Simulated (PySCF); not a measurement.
**Arsenic: highly charged ions in a basis for the neutral atom**

As¹⁴⁺ [Ar] 3d1, As¹⁵⁺ [Ar]. Computed with PySCF 2.14 in cc-pVTZ-PP with ECP10MDF, with a scalar-relativistic core potential. No spin-orbit coupling, so a gap to NIST mixes the basis error with missing relativistic terms.

Changed run: basis of the neutral atom used for a highly charged ion. This setting is unsound on purpose.

```csv
species,method,sound run (hartree),changed run (hartree),converged
As¹⁴⁺,UHF,not run,-236.94475,yes
As¹⁴⁺,MN15,not run,-236.80248,yes
As¹⁴⁺,r2SCAN,not run,-237.39328,yes
As¹⁵⁺,UHF,not run,-219.98313,yes
As¹⁵⁺,MN15,not run,-219.73450,yes
As¹⁵⁺,r2SCAN,not run,-220.39439,yes
```

Ionisation energy of As¹⁴⁺:

```csv
method,changed run (eV),NIST (eV)
UHF,461.55,460 ± 3
MN15,464.44,460 ± 3
r2SCAN,462.56,460 ± 3
```

The contracted functions were made for the neutral atom and can be too rigid for a highly charged ion.
